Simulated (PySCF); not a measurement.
# Electron correlation in Fe (iron, neutral)

[Ar] 3d8, high-spin 3F determinant (an excited configuration). Calculation: PySCF 2.14, in x2c-QZVPPall with one added diffuse shell each of s, p, d, f, g type (12s8p6d5f3g, 128 functions); scalar relativity by spin-free X2C-1e. Frozen: [Ne]; 16 electrons correlated.

MP2 pair energies summed by pair of shells (mhartree):

```
 pair   energy  share (%)
3d-3d  -357.37       48.6
3p-3d  -228.20       31.0
3p-3p   -64.87        8.8
3s-3d   -48.83        6.6
3s-3p   -31.65        4.3
3s-3s    -5.06        0.7
```

Total MP2 correlation energy: -735.98 mhartree.

Same-spin part -244.75 and opposite-spin part -491.23 mhartree; SCS-MP2 scales them by 1/3 and 6/5 to -671.06 mhartree.

This basis was not built for core-valence correlation, so the inner-shell part is incomplete.
